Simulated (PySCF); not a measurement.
PySCF 2.14 output of an unrestricted r2SCAN calculation on a single atom or ion in aug-cc-pVDZ-DK (4s3p2d, 23 functions), with scalar relativity by spin-free X2C-1e:

```
SCF conv_tol = 1e-09
number electrons alpha = 5  beta = 3
    J. W. Furness, A. D. Kaplan, J. Ning, J. P. Perdew, and J. Sun.,  J. Phys. Chem. Lett. 11, 8208-8215 (2020)
    J. W. Furness, A. D. Kaplan, J. Ning, J. P. Perdew, and J. Sun.,  J. Phys. Chem. Lett. 11, 9248-9248 (2020)
    J. W. Furness, A. D. Kaplan, J. Ning, J. P. Perdew, and J. Sun.,  J. Phys. Chem. Lett. 11, 8208-8215 (2020)
    J. W. Furness, A. D. Kaplan, J. Ning, J. P. Perdew, and J. Sun.,  J. Phys. Chem. Lett. 11, 9248-9248 (2020)
cycle= 1 E= -99.136847227081  delta_E= -0.00296  |g|= 0.00839  |ddm|= 0.0753
cycle= 2 E= -99.1368668298991  delta_E= -1.96e-05  |g|= 0.0026  |ddm|= 0.0133
cycle= 3 E= -99.1368688470255  delta_E= -2.02e-06  |g|= 0.000942  |ddm|= 0.00549
cycle= 4 E= -99.1368691474252  delta_E= -3e-07  |g|= 3.94e-05  |ddm|= 0.00157
cycle= 5 E= -99.1368691484766  delta_E= -1.05e-09  |g|= 8.65e-07  |ddm|= 0.000117
cycle= 6 E= -99.1368691484772  delta_E= -5.97e-13  |g|= 7.39e-08  |ddm|= 2.2e-06
converged SCF energy = -99.1368691484772  <S^2> = 2.0030618  2S+1 = 3.0020405
```

The run itself started from symmetry-adapted Hartree-Fock orbitals and held the occupation by maximum overlap, on a logarithmic radial grid, so the iterations belong to that start.

**Question.** Which element, charge and spin multiplicity is this?

**Answer.** F⁺ (fluorine, charge +1), multiplicity 3; the state was [He] 2s2 2p4, high-spin 3P determinant.
